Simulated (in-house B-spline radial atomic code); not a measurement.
A fraction x of an electron is removed from 4s in Co, starting from [Ar] 3d7 4s2 and keeping the highest spin. Level of theory: non-relativistic PW91, spin-polarised, spherical fractional occupations, point nucleus; calculated with a radial B-spline atomic code at the basis-set limit.

| x | E(x) - E(0) (eV) | 4s down level (eV) |
| --- | --- | --- |
| 0 | 0.0000 | -5.138 |
| 0.1 | 0.5441 | -5.746 |
| 0.17 | 0.9614 | -6.175 |
| 0.37 | ? | ? |
| 0.43 | ? | ? |
| 0.5 | 3.3362 | -8.223 |
| 0.51 | 3.4188 | -8.286 |
| 0.71 | 5.2011 | -9.540 |
| 0.76 | 5.6860 | -9.857 |
| 0.93 | 7.4562 | -10.993 |
| 1 | 8.2437 | - |

(1) What belongs in the row x = 0.37?

(2) What belongs in the row x = 0.43?

(3) Check Janak's theorem between x = 0.1 and 0.17.

Results:

(1) An energy change of 2.3199 eV; 4s down at -7.413 eV.

(2) An energy change of 2.7759 eV; 4s down at -7.786 eV.

(3) The slope of the energy is 5.96 eV; the orbital levels give 5.96 eV (-ε of the emptying orbital, averaged over the two points).
